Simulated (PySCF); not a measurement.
Geometry:
| atom | x (Å) | y (Å) | z (Å) |
| --- | --- | --- | --- |
| C1 | 2.599 | 0.080 | 0.477 |
| P2 | 1.449 | 0.856 | 1.399 |
| C3 | -0.084 | 0.227 | 0.665 |
| C4 | -1.322 | 0.933 | 0.600 |
| C5 | -2.209 | 0.084 | 0.022 |
| O6 | -1.625 | -1.094 | -0.262 |
| C7 | -0.347 | -1.005 | 0.129 |
| H8 | 3.642 | 0.247 | 0.688 |
| H9 | 2.375 | -0.583 | -0.342 |
| H10 | -1.501 | 1.935 | 0.932 |
| H11 | -3.245 | 0.190 | -0.232 |
| H12 | 0.270 | -1.872 | 0.003 |

- PBE0/pcSseg-1 with gauge-including orbitals
- coordinates at the GFN2-xTB level
- run in PySCF 2.14.0 with density-fitted response routines
- non-relativistic, isolated molecule, one computed conformer

Shifts are taken against calculated references (same method and geometry level): TMS for ¹³C (186.93 ppm).

Problem. Do the ¹³C shifts follow the atomic charges (in e)? Tabulate both.

Solution. 
| atoms | hybridisation | δ (ppm) | σ para (ppm) | Hirshfeld | IAO | Mulliken | ESP-fitted |
| --- | --- | --- | --- | --- | --- | --- | --- |
| C1 | sp2 | 176.8 | -250 | -0.16 | -0.57 | -0.48 | -0.38 |
| C5 | sp2 | 148.8 | -215 | +0.01 | +0.00 | +0.17 | -0.03 |
| C7 | sp2 | 145.5 | -213 | +0.01 | +0.01 | +0.21 | -0.12 |
| C3 | sp2 | 137.1 | -215 | -0.10 | -0.27 | -0.46 | +0.26 |
| C4 | sp2 | 121.2 | -187 | -0.09 | -0.22 | -0.13 | -0.41 |

Correlation coefficients of δ with charge over these carbons: Hirshfeld -0.30, IAO -0.51, Mulliken -0.26, ESP-fitted -0.17; with the paramagnetic shielding -0.97. With so few points these coefficients are fragile. Charge is one influence among several: hybridisation and low-lying excitations act through the paramagnetic term.

Shifts are as computed. Against solution values, carbons near 30 ppm lie about +3 ppm off and those near 130 ppm about +5 ppm. Of 1211 compounds with measured shifts, 218 miss one by over three times the rms of a fit or turn the order of signals round; such compounds aren't used in these exercises.
